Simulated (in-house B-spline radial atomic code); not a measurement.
Configurations of Nb5+, with energies counted from [Ar] 3d10 4s2 4p6. Level of theory: scalar-relativistic (X2C) HSE06, spin-polarised, spherical fractional occupations, exact exchange averaged over the configuration, Fermi nucleus of rms radius 4.324 fm; calculated with an all-electron radial atomic-structure program (B-spline basis). Shells without spins written out take the highest spin.

Occupations are held fixed; configurations that lie above the ionisation limit could autoionise.

| configuration | E - E(ref) (eV) | highest orbital | its <r> (bohr) |
| --- | --- | --- | --- |
| [Ar] 3d10 4s2 4p5 4d1 | 35.863 | 4d up | 1.5 |
| [Ar] 3d10 4s2 4p5 4f1 | 67.147 | 4f up | 2.318 |
| [Ar] 3d10 4s1 4p6 5s1 | 76.668 | 5s up | 2.396 |
| [Ar] 3d10 4s1 4p6 5d1 | 95.899 | 5d up | 3.272 |
| [Ar] 3d9 4s2 4p6 5p1 | 234.64 | 5p up | 2.627 |
| [Ne] 3s2 3p5 3d10 4s2 4p6 5f1 | 411.13 | 5f up | 4.316 |

Problem. Order these further configurations by energy, lowest first.
A. [Ar] 3d10 4s2 4p5 5p1
B. [Ne] 3s2 3p5 3d10 4s2 4p6 5d1
C. [Ar] 3d10 4s1 4p6 5f1
D. [Ar] 3d10 4s1 4p6 4d1
E. [Ar] 3d9 4s2 4p6 5d1

Solution. A (57.528 eV), D (62.478 eV), C (106.73 eV), E (246.16 eV), B (400.04 eV).

Problem. How far above the reference does [Ar] 3d10 4s2 4p5 5d1 lie?

Solution. 68.926 eV; its least bound orbital is 5d up with <r> = 3.281 bohr.
